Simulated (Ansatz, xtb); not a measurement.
**Ranking isomers of C5H12N2**

7 gas-phase structures of C5H12N2, from a drawn sample of its isomers (lower ones may exist). Each was relaxed with GFN2-xTB; where two conformers were screened, the lower at r2SCAN-D4/def2-SVP is listed:

A. `CN[C@@H]1CC[C@@H]1N`, a singlet
B. `CCNC/C=N/C`, a singlet
C. `C[C@]1(N)CCNC1`, a singlet
D. `C=C(CN)N(C)C`, a singlet
E. `[H]/N=C\CCN(C)C`, a singlet
F. `CC[C@H](N)/C=N/C`, a singlet
G. `N[C@@H]1CCCNC1`, a singlet

Problem. Estimate their order in r2SCAN-D4/def2-SVP energy at these geometries, lowest first.

Solution. Calculated order at r2SCAN-D4/def2-SVP: G (0.0), C (17.4), F (58.9), B (82.4), D (95.8), A (103.7), E (107.0) kJ/mol. Less than 1 kcal/mol parts A and E, so the order within that pair means little.

Energies above the lowest of each column, in kJ/mol; the last columns are at B3LYP/def2-SVP geometries and were run for some of them only (a dash: not run or not comparable):

| structure | GFN2-xTB | HF/STO-3G | r2SCAN-D4/def2-SVP | B3LYP/def2-SVP | CCSD(T)/def2-SVP + ΔMP2/def2-TZVPP |
| --- | --- | --- | --- | --- | --- |
| G | 0.0 | 0.0 | 0.0 | 0.0 | 0.0 |
| C | 8.0 | 15.0 | 17.4 | 19.9 | 11.1 |
| F | 77.0 | 151.0 | 58.9 | 39.7 | 49.5 |
| B | 75.0 | 155.7 | 82.4 | 57.6 | – |
| D | 100.2 | 215.3 | 95.8 | – | – |
| A | 75.6 | 113.7 | 103.7 | – | – |
| E | 93.5 | 176.1 | 107.0 | – | – |

Every level run on G puts it lowest or level with the lowest. Some further structures that were screened fall inside this span and aren't listed. Flexible structures stand in one conformer each, not always the lowest. Frequencies (GFN2-xTB) were run for C, F, G alone. ΔMP2 is the change of the MP2 energy from the smaller to the larger basis.

Over these structures GFN2-xTB departs from r2SCAN-D4/def2-SVP by 10.8 kJ/mol on average once a common shift is removed. A GFN2-xTB relaxation took about 0.12 s and the r2SCAN-D4/def2-SVP energy about 2.1 s on a shared host (Ansatz 0.2.0, xtb 6.7.1).
